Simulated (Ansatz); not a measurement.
Total energies of (F3Ge)2NMe (CH3F6Ge2N) from Ansatz at PBE-D4/def2-TZVP, gas phase (1 Eh = 27.2114 eV = 2625.5 kJ/mol). The reference geometry is relaxed at PBE-D4/def2-SVP.

```tsv
state	geometry	energy (Eh)
charge 0 singlet	reference	-4847.01357
charge 1 doublet	reference	-4846.62167
charge -1 doublet	reference	-4847.03460
charge -1 doublet	relaxed at PBE-D4/def2-SVP	-4847.07454
free Ge atom (triplet)	–	-2076.60177
free F atom (doublet)	–	-99.66912
free N atom (quartet)	–	-54.53214
free C atom (triplet)	–	-37.79597
free H atom (doublet)	–	-0.49962
```

Q: Work out the vertical ionisation energy to the doublet.

A: E(charge 1 doublet) − E(charge 0 singlet) = -4846.62167 − (-4847.01357) = 0.39190 Eh = 10.66 eV. For comparison, −ε of the highest occupied level is 7.47 eV at this level, 3.19 eV less.

Q: Work out the vertical electron affinity, to the doublet.

A: E(charge 0 singlet) − E(charge -1 doublet) = -4847.01357 − (-4847.03460) = 0.02103 Eh = 0.57 eV. The basis lacks diffuse functions, which makes affinities too small.

Q: Give the fundamental gap IE − EA, the Mulliken electronegativity (IE + EA)/2 and the hardness (IE − EA)/2.

A: From the values in Eh: IE − EA = 0.39190 − 0.02103 = 0.37087 Eh = 10.09 eV; (IE + EA)/2 = 5.62 eV; (IE − EA)/2 = 5.05 eV. The HOMO–LUMO gap of the same run is 4.39 eV, 5.70 eV smaller than the fundamental gap.

Q: How much does the charge -1 doublet relax, and what is the adiabatic electron affinity?

A: Relaxation: -4847.03460 − (-4847.07454) = 0.03994 Eh = 1.09 eV. Adiabatic electron affinity: 0.06097 Eh = 1.66 eV, without zero-point energy. Bonds change on the way (0 lost, 1 formed), so the relaxed form is another species. 

Q: What is the binding energy per atom against free atoms?

A: Atoms: 2 × (-2076.60177) + 6 × (-99.66912) + 1 × (-54.53214) + 1 × (-37.79597) + 3 × (-0.49962) = -4845.04523 Eh. Binding: -4845.04523 − (-4847.01357) = 1.96834 Eh = 53.56 eV, or 4.12 eV for each of 13 atoms (no zero-point energy, no counterpoise term).

At PBE-D4/def2-TZVP the highest occupied level of the charge -1 doublet lies above zero (up to 1.94 eV). Energy differences disagree on whether the electron is bound (positive means bound): 0.57 eV (vertical, against the charge 0 singlet, at PBE-D4/def2-TZVP), but -0.20 eV at ωB97X-V/def2-TZVP.
